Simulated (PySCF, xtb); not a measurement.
Al(Cl)(H)(NHMe) (CH5AlClN), SMILES C[NH][AlH][Cl].

GFN2-xTB run with xtb at its own geometry gives an orbital gap of 3.96 eV and a dipole moment of 1.79 D.

Geometry: B3LYP-D3(BJ)/def2-SVP. The values are those of a single conformer.

Q: What does PBE0/def2-TZVP run with PySCF give? (An estimate is asked for; the answer gives what the named calculation found.)

A: gap 6.54 eV (levels -7.07 and -0.53 eV), dipole 2.17 D.
